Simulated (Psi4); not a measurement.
H₆Si₂, charge -1, doublet, at a GFN2-xTB geometry (a state made from the parent by changing its charge; the spin is typed, not shown lowest) (a gas-phase anion, which may not be bound at this level). Base run: R2SCAN/6-31G** in Psi4.

Geometry (Å):
```xyz
8

Si    -1.0896     0.3454    -0.0822
Si     1.0896    -0.3454     0.0822
H     -1.7210    -0.6502    -1.0195
H     -2.1118     1.4732    -0.3895
H     -1.6861     0.0018     1.2574
H      2.1118    -1.4732     0.3895
H      1.7210     0.6502     1.0195
H      1.6861    -0.0018    -1.2574
```
Charge -1, spin multiplicity 2.
Orbitals are unrestricted.
All else is at Psi4's defaults (density fitting; Cartesian or spherical functions as each basis is defined).

Each row names what was changed in the base input (with any setting that the change needs).

```
change                 basis functions      E (Eh)  core-seconds (rough)                outcome
---------------------  ---------------  ----------  --------------------  ---------------------
base                                68  -582.44572                    20              converged
basis = STO-3G                      24  -575.59106                    20              converged
basis = 3-21G                       38  -579.33690                    20              converged
basis = pcseg-1                     66  -582.45500                    20              converged
basis = def2-SVP                    66  -582.29527                    30              converged
basis = 6-311G**                    88  -582.49560                    30              converged
basis = 6-311+G(2d,p)              106  -582.50304                    40              converged
basis = aug-cc-pVDZ                108  -582.47943                    70              converged
basis = def2-TZVP                  110  -582.50290                    50              converged
basis = cc-pVTZ                    152  -582.50871                    90              converged
basis = cc-pV(T+d)Z                162  -582.51401                    70              converged
basis = aug-cc-pVTZ                238           -                     -  cut at the time limit
basis = def2-QZVPP                 320  -582.52693                   200              converged
```

Totals compare only among sets that treat the same electrons; sets with core potentials leave the core out.

Open shells are given as the SCF converged; they aren't shown to be the lowest states, and a large step between rows can be another state.

A gas-phase anion may not be bound at this level; its values then depend on the basis.
